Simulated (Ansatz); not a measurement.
Isolated molecules relaxed with PBE0-D4/def2-TZVP in Ansatz; ΔE leaves out vibrations. CBS: MP2 limit from def2 TZ/QZ plus the TZ coupled-cluster correction, frozen cores. This one scheme is used for every species. Functionals use def2-TZVPP. HSE06 is defined as in plane-wave codes. Elements past krypton have def2 core potentials. For Nb outer-core shells are correlated without core-valence functions, which leaves a few kJ/mol of doubt a bond. One conformer a species, not always the lowest.

`[NH]=[Nb]([NH2])([NH2])[F]` + NH₃ → `[NH]=[Nb]([NH2])([NH2])[NH2]` + H–F  (ligand exchange at the Nb–F bond)

```tsv
level	ΔE (kJ/mol)	difference from CCSD(T)/CBS
PBE-D4	108.5	9.8
BLYP-D4	111.3	12.6
HSE06-D4	105.3	6.6
CAM-B3LYP-D4	113.4	14.7
B2PLYP	110.6	11.9
PBE	112.9	14.2
r2SCAN0	111.0	12.3
LC-ωPBE	117.5	18.8
HF/CBS(def2)	117.3	18.6
CCSD/CBS(def2)	101.0	2.3
CCSD(T)/CBS	98.7	0
```

Largest T1 diagnostic among the species: 0.020, so the coupled-cluster value is less sure than usual.

From r2SCAN to r2SCAN0 (25 % exact exchange), in def2-TZVPP and without D4, ΔE moves by −4.9 kJ/mol. In def2-TZVPP, CCSD(T) changes the Hartree–Fock value by −17.3 kJ/mol (the triples alone add −2.3 kJ/mol) and MP2 by −21.2 kJ/mol. The D4 term adds −6.8 kJ/mol with B3LYP and −3.9 kJ/mol with PBE0; it sums over pairs of atoms, weighted by their polarisabilities, and B3LYP, whose exchange is more repulsive, gets the larger term.

B3LYP here is the variant with VWN-RPA as its local correlation; programs differ in this.
